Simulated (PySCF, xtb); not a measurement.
C₂H₈ClNSi₂, SMILES C[Si@H](Cl)/C=N/[SiH3].

xtb with GFN2-xTB at its own geometry gives an orbital gap of 2.08 eV and a dipole moment of 1.21 D.

The structure is a stationary point at ωB97X-D3(BJ)/def2-SVP. The structure was generated by enumeration; whether it is a known compound was not checked. Other conformers were not sampled.

What does PySCF with ωB97X/def2-TZVP give? (Estimate from the structure and the level; the computed values follow.)

gap 10.03 eV (levels -9.41 and 0.62 eV), dipole 0.89 D.
